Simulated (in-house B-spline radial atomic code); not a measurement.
Response and correlation of the boron ion B³⁺

Closed shell 1s2. Computed with a B-spline radial code for spherical atoms: Dirac-Hartree-Fock, relativistic RPA (time-dependent Dirac-Hartree-Fock) for the response and second-order many-body perturbation theory for correlation, no-pair Dirac-Coulomb Hamiltonian, finite nucleus.

Command:
```bash
python run_mb.py task.json out
```
Settings (nuclear radius in fm, box in bohr, cutoff in hartree):
```
basis_form          2
Z                   5
core_configuration  1s2
rms_radius          2.406
mass_number         11
speed_of_light      137.036
box_radius          14.844
lmax                7
intervals           66
virtual_cutoff      2000.0
```

Run time, properties included: 0.5 s on 1 thread of Intel(R) Xeon(R) Platinum 8259CL CPU @ 2.50GHz (shared host).

```tsv
multipole (bohr³, bohr⁵, bohr⁷)	uncoupled	coupled RPA
dipole	0.017542	?
quadrupole	0.0031047	0.0034038
octupole	0.0014108	0.0015112
```

What is the coupled dipole polarisability?

0.019527 atomic units, +11 % against the uncoupled value.

Which subshells carry the dipole polarisability?

1s1/2 100.0 %.

What does the dipole shielding factor come to?

The dipole shielding factor is 0.400, against the exact N/Z = 2/5 = 0.400 of the non-relativistic theorem.

Dipole polarisability at imaginary frequency:

```csv
u (Eh),α(iu) (bohr³)
0,0.01953
0.4,0.01948
1.2,0.01915
2.4,0.01812
4,0.01611
8,0.01079
16,0.004907
40,0.001097
```

What dispersion coefficients follow for two such ions (the dispersion part alone)?

C6 = (3/π)∫α(iu)²du = 0.002577 hartree·bohr⁶ and C8 = 0.002532 hartree·bohr⁸.

Lowest J = 1 odd-parity excitations:

```tsv
energy (eV)	oscillator strength	leading channel	weight
203.03	2.7e-06	1s1/2 → p1/2	0.669
206.15	0.604	1s1/2 → p3/2	0.669
234.89	6.34e-07	1s1/2 → p1/2	0.669
235.75	0.136	1s1/2 → p3/2	0.669
```

Second-order correlation energy by the highest angular momentum of the excited pair (hartree): s -0.01393, p -0.02326, d -0.003616, f -0.001017, g -0.000383, h -0.0001738, i -8.918e-05, k -4.816e-05.

What is the second-order correlation energy at the partial-wave limit?

The listed waves sum to -0.042512 hartree; extrapolating the increments as (l + 1/2)⁻⁴ gives -0.04261 hartree, -0.58 eV per electron.
